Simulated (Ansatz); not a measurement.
Consider the ligand exchange at the Si–S bond: `[SiH3][S][GaH][SiH3]` + `[OH][In]([Cl])[Cl]` → `[SiH3][O][In]([Cl])[Cl]` + `[SiH3][GaH][SH]`.

Calculated with Ansatz (gas phase, PBE0-D4/def2-TZVP geometries, no zero-point term in ΔE). CBS: MP2 limit from def2 TZ/QZ plus the TZ coupled-cluster correction, frozen cores. Functionals use def2-TZVPP. def2 core potentials past Kr. For Ga, In outer-core shells are correlated without core-valence functions, which leaves a few kJ/mol of doubt a bond. Scalar relativity is left out up to krypton. Each species was taken in one conformer, which may not be the lowest.

CCSD(T)/CBS gives -0.41 eV.

Q: Another level gave -0.37 eV. Which?
A. BHLYP/def2-TZVPP
B. r2SCANh/def2-TZVPP
C. PBE0/def2-TZVPP
D. PBE/def2-TZVPP

A: B. r2SCANh -0.37, PBE -0.24, BHLYP -0.52, PBE0 -0.30 eV.

Largest T1 diagnostic among the species: 0.014.

The D4 term adds +0.04 eV with B3LYP and +0.02 eV with PBE0; it sums over pairs of atoms, weighted by their polarisabilities, and B3LYP, whose exchange is more repulsive, gets the larger term. From PBE to PBE0 (25 % exact exchange), in def2-TZVPP and without D4, ΔE moves by −0.06 eV. Leaving LDA and LC-ωPBE aside and taking each functional with its dispersion term where it has one, the values, not all of them listed here, spread over 0.30 eV, from BHLYP-D4 to revPBE-D4. LDA lies −0.03 eV from PBE without D4.

B3LYP here is the variant with VWN-RPA as its local correlation; programs differ in this.
